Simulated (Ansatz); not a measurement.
Ansatz (a program for electronic structure) input (SVWN5/def2-TZVPD):

Ansatz 0.2 input:
```yaml
crystal:
  periodic: [false, false, false]
  atoms:
    - {symbol: Ba, position_ang: [-0.00000000, -0.00000000, -0.28999881]}
    - {symbol: F, position_ang: [0.00000000, 0.00000000, 1.80443702]}
basis:
  gaussian:
    orbitals: def2-TZVPD
hamiltonian:
  xc: {name: SVWN5}
total_charge: 1
magnetization: {spin_polarized: true, initial_magnetization: 2}
```

Output:

```
Functional definition: SVWN5
integrals: 0.02 GiB planned
484 factors; their error is unknown
mean field: 0.19 GiB planned
mean field evaluation 1: about -3348.2212 eV, gradient 9.6e1 eV
mean field evaluation 2: about -2926.2220 eV, gradient 2.2e2 eV
mean field evaluation 4: about -3380.2235 eV, gradient 1.5e1 eV
mean field evaluation 8: about -3381.6400 eV, gradient 2.7e-2 eV
mean field evaluation 16: about -3380.6321 eV, gradient 1.0e1 eV
mean field evaluation 32: about -3380.9468 eV, gradient 4.1e-2 eV
mean field evaluation 64: about -3380.6655 eV, gradient 3.9e-1 eV
mean field evaluation 96: about -3380.9149 eV, gradient 3.4e-1 eV
mean field -3381.63714600 eV, -124.2728729597 hartree, gradient 2.2e-5 eV, S^2 2.001265; 15 other end points of the search recorded, 0 dependent functions left out
reference -3381.63717998 eV, -124.2728742083 hartree; 10, 8 occupied and 70, 72 virtual orbitals, 484 factors
Total energy: -3381.63717998 eV, -124.2728742083 hartree
```

This state (charge 1, triplet) is run at the relaxed geometry of the species with charge 1 and multiplicity 1, and is a spin state other than that species' own.
